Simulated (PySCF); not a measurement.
## Atomic charges against the basis set

Species: C2H2BFO2.
Structure used (PBE0-D3(BJ)/def2-SVP), in Å, numbered top down from 1:
```xyz
8
C2H2BFO2 angstrom
F     -1.1526   -0.9215    1.7438
C     -0.5061   -0.3820    0.7506
C     -0.6442    0.8037    0.1413
O      0.3018    0.8725   -0.8554
B      0.9932   -0.3065   -0.8088
O      0.4870   -1.1058    0.2053
H     -1.3240    1.6344    0.3009
H      1.8964   -0.6156   -1.5253
```

PBE0 throughout (PySCF), one geometry, spherical d and f functions. Isolated species at its PBE0-D3(BJ)/def2-SVP geometry, gas phase. The first 7 of 8 kinds of atom are listed.

Mulliken charges (e):

```tsv
basis	functions	F1	C2	C3	O4	B5	O6	H7
STO-3G	32	-0.048	+0.174	-0.059	-0.203	+0.276	-0.218	+0.108
6-31G	58	-0.260	+0.454	+0.029	-0.523	+0.568	-0.512	+0.232
pcSseg-0	58	-0.314	+0.525	+0.060	-0.637	+0.648	-0.636	+0.286
6-31G*	88	-0.263	+0.516	-0.059	-0.400	+0.405	-0.410	+0.212
cc-pVDZ	94	-0.108	+0.229	+0.025	-0.139	+0.126	-0.140	+0.046
def2-SVP	94	-0.147	+0.335	-0.001	-0.184	+0.134	-0.181	+0.065
aug-cc-pVDZ	156	-0.456	+0.968	+0.617	-0.445	-0.172	-0.584	-0.329
6-311+G(2d,p)	174	-0.304	+0.444	+0.086	-0.556	+0.745	-0.608	+0.140
def2-TZVP	198	-0.151	+0.278	-0.097	-0.253	+0.273	-0.242	+0.157
cc-pVTZ	208	-0.106	+0.258	-0.108	-0.188	+0.147	-0.169	+0.154
IGLO-III	230	-0.202	+0.388	0.000	-0.420	+0.599	-0.422	+0.105
```

IAO charges (e):

```tsv
basis	functions	F1	C2	C3	O4	B5	O6	H7
STO-3G	32	-0.066	+0.211	-0.128	-0.203	+0.238	-0.217	+0.155
6-31G	58	-0.203	+0.371	-0.098	-0.320	+0.338	-0.328	+0.200
pcSseg-0	58	-0.194	+0.371	-0.097	-0.314	+0.331	-0.324	+0.193
6-31G*	88	-0.219	+0.424	-0.090	-0.342	+0.379	-0.353	+0.182
cc-pVDZ	94	-0.219	+0.424	-0.094	-0.332	+0.355	-0.343	+0.184
def2-SVP	94	-0.218	+0.421	-0.089	-0.331	+0.361	-0.342	+0.180
aug-cc-pVDZ	156	-0.229	+0.429	-0.092	-0.342	+0.367	-0.350	+0.190
6-311+G(2d,p)	174	-0.230	+0.429	-0.091	-0.346	+0.376	-0.354	+0.190
def2-TZVP	198	-0.230	+0.434	-0.092	-0.348	+0.380	-0.357	+0.188
cc-pVTZ	208	-0.228	+0.434	-0.094	-0.346	+0.377	-0.355	+0.188
IGLO-III	230	-0.231	+0.432	-0.092	-0.348	+0.379	-0.356	+0.190
```

Hirshfeld charges (e):

```json
{"basis": "STO-3G", "functions": "32", "F1": "-0.001", "C2": "+0.103", "C3": "-0.044", "O4": "-0.086", "B5": "+0.138", "O6": "-0.101", "H7": "+0.047"}
{"basis": "6-31G", "functions": "58", "F1": "-0.054", "C2": "+0.130", "C3": "-0.024", "O4": "-0.151", "B5": "+0.196", "O6": "-0.153", "H7": "+0.082"}
{"basis": "pcSseg-0", "functions": "58", "F1": "-0.048", "C2": "+0.130", "C3": "-0.027", "O4": "-0.141", "B5": "+0.192", "O6": "-0.145", "H7": "+0.075"}
{"basis": "6-31G*", "functions": "88", "F1": "-0.047", "C2": "+0.130", "C3": "-0.030", "O4": "-0.147", "B5": "+0.200", "O6": "-0.145", "H7": "+0.074"}
{"basis": "cc-pVDZ", "functions": "94", "F1": "-0.042", "C2": "+0.122", "C3": "-0.037", "O4": "-0.133", "B5": "+0.193", "O6": "-0.134", "H7": "+0.070"}
{"basis": "def2-SVP", "functions": "94", "F1": "-0.049", "C2": "+0.133", "C3": "-0.033", "O4": "-0.141", "B5": "+0.201", "O6": "-0.141", "H7": "+0.070"}
{"basis": "aug-cc-pVDZ", "functions": "156", "F1": "-0.056", "C2": "+0.133", "C3": "-0.030", "O4": "-0.156", "B5": "+0.219", "O6": "-0.154", "H7": "+0.076"}
{"basis": "6-311+G(2d,p)", "functions": "174", "F1": "-0.058", "C2": "+0.132", "C3": "-0.027", "O4": "-0.161", "B5": "+0.227", "O6": "-0.158", "H7": "+0.077"}
{"basis": "def2-TZVP", "functions": "198", "F1": "-0.056", "C2": "+0.133", "C3": "-0.030", "O4": "-0.156", "B5": "+0.221", "O6": "-0.153", "H7": "+0.075"}
{"basis": "cc-pVTZ", "functions": "208", "F1": "-0.052", "C2": "+0.132", "C3": "-0.033", "O4": "-0.151", "B5": "+0.216", "O6": "-0.150", "H7": "+0.073"}
{"basis": "IGLO-III", "functions": "230", "F1": "-0.057", "C2": "+0.134", "C3": "-0.030", "O4": "-0.158", "B5": "+0.223", "O6": "-0.156", "H7": "+0.076"}
```

ESP-fitted charges (e):

| basis | functions | F1 | C2 | C3 | O4 | B5 | O6 | H7 |
| --- | --- | --- | --- | --- | --- | --- | --- | --- |
| STO-3G | 32 | -0.095 | +0.366 | -0.160 | -0.205 | +0.358 | -0.264 | +0.114 |
| 6-31G | 58 | -0.217 | +0.554 | -0.177 | -0.383 | +0.576 | -0.444 | +0.193 |
| pcSseg-0 | 58 | -0.227 | +0.602 | -0.223 | -0.378 | +0.584 | -0.454 | +0.209 |
| 6-31G* | 88 | -0.121 | +0.361 | -0.227 | -0.260 | +0.434 | -0.304 | +0.199 |
| cc-pVDZ | 94 | -0.126 | +0.359 | -0.243 | -0.220 | +0.357 | -0.268 | +0.200 |
| def2-SVP | 94 | -0.151 | +0.413 | -0.223 | -0.257 | +0.410 | -0.307 | +0.191 |
| aug-cc-pVDZ | 156 | -0.152 | +0.393 | -0.248 | -0.245 | +0.404 | -0.292 | +0.208 |
| 6-311+G(2d,p) | 174 | -0.148 | +0.386 | -0.254 | -0.253 | +0.417 | -0.298 | +0.215 |
| def2-TZVP | 198 | -0.145 | +0.388 | -0.254 | -0.248 | +0.420 | -0.297 | +0.209 |
| cc-pVTZ | 208 | -0.136 | +0.373 | -0.249 | -0.243 | +0.412 | -0.290 | +0.206 |
| IGLO-III | 230 | -0.146 | +0.382 | -0.247 | -0.251 | +0.418 | -0.295 | +0.208 |

Task: Which scheme is steadiest as the basis changes?

Result: Largest range over the bases for any column: Hirshfeld 0.09 e, IAO 0.22 e, ESP-fitted 0.24 e, Mulliken 0.92 e. Hirshfeld charges move least and Mulliken charges most, counted in e. Without the minimal STO-3G basis the ranges are Hirshfeld 0.03, IAO 0.06, ESP-fitted 0.24, Mulliken 0.92 e.

Task: How much do the charges still move between the two largest bases, cc-pVTZ and IGLO-III?

Result: At most, over all atoms: Mulliken 0.452 e, IAO 0.002 e, Hirshfeld 0.007 e, ESP-fitted 0.010 e.

Task: What do the same runs give for the total energy, the frontier levels and the dipole moment?

Result: 
```tsv
basis	energy (Eh)	HOMO (eV)	LUMO (eV)	μ (D)
STO-3G	-347.5275	-4.47	3.96	1.11
6-31G	-352.1003	-7.33	0.33	1.12
pcSseg-0	-351.4009	-7.59	0.23	1.20
6-31G*	-352.2236	-6.78	0.75	0.86
cc-pVDZ	-352.2517	-6.87	0.49	0.82
def2-SVP	-351.9685	-7.05	0.41	0.87
aug-cc-pVDZ	-352.2741	-7.06	-0.05	0.82
6-311+G(2d,p)	-352.3390	-7.08	-0.03	0.83
def2-TZVP	-352.3749	-7.03	0.17	0.80
cc-pVTZ	-352.3593	-7.00	0.26	0.80
IGLO-III	-352.3785	-7.05	0.05	0.80
```

The dipole is fixed by the density alone, so its range of 0.40 D shows that the density itself changes with the basis, not only its division among atoms.
